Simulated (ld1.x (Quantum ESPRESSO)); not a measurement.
Which change was made? (Hg, TM)

```json
{
 "Element": "Hg (Z = 80)",
 "Generator": "ld1.x (Quantum ESPRESSO) 7.5",
 "Type": "norm-conserving Troullier–Martins (Kleinman–Bylander form)",
 "Functional": "PBE",
 "Relativity": "fully relativistic",
 "Frozen core": "[Kr] 4d10 4f14 5s2",
 "Valence charge": "18",
 "Reference configuration": "5p6 5d10 6s2 6p0",
 "Partial waves": "5p (bound): rc 1.45 bohr; 5d (bound): rc 2.10 bohr; 6s (bound): rc 2.05 bohr",
 "Local potential": "the s channel",
 "Core correction": "a·sin(br)/r model core inside 1.30 bohr"
}
```

Open shells are filled in proportion to 2j + 1 (rel_dist='average').

Cutoffs, loose and tight: the cutoffs (Ry, on a coarse ladder) from which the occupation-weighted sum of valence levels, in a spherical-Bessel basis at the reference potential, stays within 10 and 1 mRy of its value at 400 Ry. They do not see the model core or the augmentation charge, which bear on the density cutoff. Test errors are all-electron minus pseudo excitation energies from the reference, over the configurations 5p6 5d10 6s1 6p0; 5p6 5d10 6s0 6p0; 5p6 5d9 6s0 6p0; 5p6 5d10 6s1.5 6p0; 5p6 5d10 6s1 6p1; 5p6 5d9 6s2 6p0; 5p6 5d9 6s2 6p1; variants that change the core or the reference have their own tests.

The base gives: outcome: generated; cutoff, loose: 70 Ry; cutoff, tight: 110 Ry; bound ghosts: none; largest test error (meV): -858.

**Question.** After one change the result is: outcome: generated; cutoff, loose: 110 Ry; cutoff, tight: 140 Ry; bound ghosts: none; largest test error (meV): -793. Which change was it?
A. all radii but the core radius scaled by about 0.89 (s 1.82, p 1.30, d 1.86 bohr)
B. local potential the d channel
C. core [Xe] 4f14, valence charge 12; reference 5d10 6s1 6p1; waves now 6s (bound): rc 1.75 bohr; 5d (bound): rc 1.95 bohr; 6p (bound): rc 3.10 bohr; local potential the p channel; core correction a·sin(br)/r model core, default radius (core density twice the valence density)
D. type PAW; waves now 6s (bound): rcut 1.80, rcutus 2.05 bohr; 6s channel at 0.05 Ry: rcut 1.80, rcutus 2.05 bohr; 5p (bound): rcut 1.35, rcutus 1.45 bohr; 6p (bound): rcut 1.35, rcutus 1.45 bohr; 5d (bound): rcut 1.85, rcutus 2.10 bohr; 5d channel at 2.45 Ry: rcut 1.85, rcutus 2.10 bohr; local potential all-electron potential smoothed inside 1.80 bohr (lloc = -2); augmentation BESSEL, radius 1.55 bohr

**Answer.** A. The others give: core [Xe] 4f14, valence charge 12; reference 5d10 6s1 6p1; waves now 6s (bound): rc 1.75 bohr; 5d (bound): rc 1.95 bohr; 6p (bound): rc 3.10 bohr; local potential the p channel; core correction a·sin(br)/r model core, default radius (core density twice the valence density) → outcome: generated, misses its reference levels by 0.60 eV; cutoff, loose: 50 Ry; cutoff, tight: 80 Ry; bound ghosts: none; largest test error (meV): -759 | local potential the d channel → outcome: generated, misses its reference levels by 1.13 eV; cutoff, loose: 70 Ry; cutoff, tight: 110 Ry; bound ghosts: s; largest test error (meV): +76 | type PAW; waves now 6s (bound): rcut 1.80, rcutus 2.05 bohr; 6s channel at 0.05 Ry: rcut 1.80, rcutus 2.05 bohr; 5p (bound): rcut 1.35, rcutus 1.45 bohr; 6p (bound): rcut 1.35, rcutus 1.45 bohr; 5d (bound): rcut 1.85, rcutus 2.10 bohr; 5d channel at 2.45 Ry: rcut 1.85, rcutus 2.10 bohr; local potential all-electron potential smoothed inside 1.80 bohr (lloc = -2); augmentation BESSEL, radius 1.55 bohr → outcome: generated; bound ghosts: not determined; largest test error (meV): -4.7.
